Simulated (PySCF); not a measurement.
SMILES [CH3][Ge]([CH3])([CH3])[SiH2][Al]([OH])[OH] (C₃H₁₃AlGeO₂Si), GFN2-xTB optimised geometry.

```
21

Ge     1.18    -1.04     0.00
C      3.18    -1.04     0.00
C      0.61    -2.19    -1.53
C      0.62    -2.00     1.65
Si     0.12     1.08     0.00
Al    -1.99     0.87     1.13
O     -2.99    -0.30     0.50
O     -2.27     1.84     2.43
H      3.56    -2.06     0.06
H      3.57    -0.59    -0.91
H      3.57    -0.48     0.85
H      1.06    -3.17    -1.47
H     -0.47    -2.31    -1.52
H      0.89    -1.75    -2.48
H      1.17    -1.64     2.52
H     -0.44    -1.83     1.84
H      0.78    -3.08     1.58
H      1.05     2.06     0.60
H      0.05     1.55    -1.40
H     -3.57    -0.96     0.16
H     -2.42     2.40     3.18
```

Density from PBE0/def2-SVP run with PySCF at that geometry.

Minimum of the electron density along straight lines between bonded atoms, close to the bond critical point (lines longer than 1.1 times the sum of covalent radii, or with two minima, are not listed):

| bond | length / Å | ρ at the minimum / e bohr⁻³ | ∇²ρ there / e bohr⁻⁵ | position (fraction from the first atom) |
|---|---|---|---|---|
| Ge1–C2 | 1.997 | 0.119 | 0.04 | 0.47 |
| Ge1–C3 | 1.994 | 0.119 | 0.04 | 0.47 |
| Ge1–C4 | 1.993 | 0.120 | (withheld) | 0.47 |
| Ge1–Si5 | 2.374 | 0.089 | (withheld) | 0.65 |
| Si5–Al6 | 2.407 | 0.065 | (withheld) | 0.65 |
| Al6–O7 | 1.653 | 0.101 | 1.01 | 0.44 |
| Al6–O8 | 1.652 | 0.101 | 1.02 | 0.44 |
| C2–H9 | 1.087 | 0.272 | -0.97 | 0.62 |
| C2–H10 | 1.086 | 0.273 | -0.98 | 0.62 |
| C2–H11 | 1.086 | 0.273 | -0.98 | 0.62 |
| C3–H12 | 1.087 | 0.272 | -0.97 | 0.62 |
| C3–H13 | 1.086 | 0.272 | -0.98 | 0.62 |
| C3–H14 | 1.086 | 0.273 | -0.98 | 0.62 |
| C4–H15 | 1.087 | 0.272 | -0.97 | 0.62 |
| C4–H16 | 1.091 | 0.269 | -0.94 | 0.62 |
| C4–H17 | 1.087 | 0.272 | -0.98 | 0.62 |
| Si5–H18 | 1.479 | 0.111 | 0.31 | 0.49 |
| Si5–H19 | 1.480 | 0.111 | 0.31 | 0.49 |
| O7–H20 | 0.947 | 0.361 | -2.55 | 0.82 |
| O8–H21 | 0.947 | 0.361 | -2.59 | 0.82 |

What belongs in the gaps?


- Ge1–C4, ∇²ρ there / e bohr⁻⁵: 0.05
- Ge1–Si5, ∇²ρ there / e bohr⁻⁵: -0.08
- Si5–Al6, ∇²ρ there / e bohr⁻⁵: 0.08
